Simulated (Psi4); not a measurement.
A dimer, C3H6O ··· H6Si2 (SMILES CC(C)=O and [SiH3][SiH3]); the first 10 atoms form monomer A.

```
18

C     -1.2813    -0.0372    -0.1840
C      0.0359     0.6204     0.1637
C      1.2641    -0.2606     0.1053
O      0.1032     1.7875     0.4718
H     -1.4761    -0.8713     0.4951
H     -1.2402    -0.4546    -1.1933
H     -2.0895     0.6870    -0.1175
H      1.3859    -0.6701    -0.9008
H      1.1504    -1.1121     0.7810
H      2.1476     0.3110     0.3787
Si    -1.5590     3.9984    -0.0573
Si    -1.9730     3.5053     2.1969
H     -2.2666     5.2412    -0.4506
H     -0.1055     4.1887    -0.2839
H     -2.0322     2.8899    -0.9218
H     -1.4998     4.6138     3.0613
H     -1.2655     2.2625     2.5901
H     -3.4265     3.3151     2.4233
```

Question: What interaction energy does SAPT0/jun-cc-pVDZ, frozen core (Psi4 1.11) give, and which attractive term is the largest?

Answer: Total -0.55 kcal/mol: electrostatics -9.05, exchange 16.44, induction -2.89, dispersion -5.06. The most attractive term is electrostatics.
